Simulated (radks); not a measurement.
Values are calculated unless marked as measured or tabulated.
Problem. La, configuration [Xe] 5d(up 0.75, down 0.25) 6s2 (fractional occupations, a model configuration). Level of theory: scalar-relativistic Kohn-Sham, PBE, spin-polarised, spherical densities, finite nucleus; Fermi nuclear charge, rms radius 4.855 fm (a radial shooting solver on a logarithmic mesh with Libxc functionals). Some entries of the table are withheld. Estimate them.

orbital,occ.,eigenvalue (eV),<1/r> (bohr^-1)
1s down,1,-38748.32,62.01
1s up,1,-38748.31,62.01
2s up,1,-6168.485,14.28
2s down,1,-6168.471,14.28
2p up,3,-5528.833,13.55
2p down,3,-5528.823,13.55
3s up,1,-1319.369,5.171
3s down,1,-1319.363,5.171
3p up,3,-1115.081,4.901
3p down,3,-1115.074,4.901
3d up,5,-821.5098,4.647
3d down,5,-821.4991,4.647
4s up,1,-266.4362,2.150
4s down,1,-266.4162,2.150
4p up,3,-200.0000,1.984
4p down,3,-199.9822,1.983
4d up,5,-103.8498,1.724
4d down,5,-103.8322,1.724
5s up,1,-38.9854,0.8486
5s down,1,-38.8370,0.8502
5p up,3,(1),(2)
5p down,3,(3),(4)
6s up,1,-3.7524,0.2857
6s down,1,-3.5968,0.2823
5d up,0.75,-3.2057,0.4423
5d down,0.25,-2.9623,0.4392

Solution. 
(1) 5p up eigenvalue (eV): -22.4941
(2) 5p up <1/r> (bohr^-1): 0.7238
(3) 5p down eigenvalue (eV): -22.2900
(4) 5p down <1/r> (bohr^-1): 0.7256
